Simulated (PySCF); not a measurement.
# Radial density of Mg (magnesium, neutral)

r2SCAN, [Ne] 3s2, closed-shell 1S. Computed with PySCF 2.14 in cc-pVTZ, with the non-relativistic Hamiltonian (point nucleus).

```csv
r (bohr),4πr²ρ (e/bohr)
0.00188,0.04627
0.00316,0.1268
0.00531,0.3408
0.00893,0.8838
0.0150,2.163
0.0253,4.790
0.0425,8.999
0.0715,12.89
0.120,12.12
0.202,7.775
0.340,8.987
0.572,10.80
0.962,4.839
1.62,0.9275
2.72,0.7105
4.58,0.2538
7.70,0.01246
13.0,1.643e-05
```
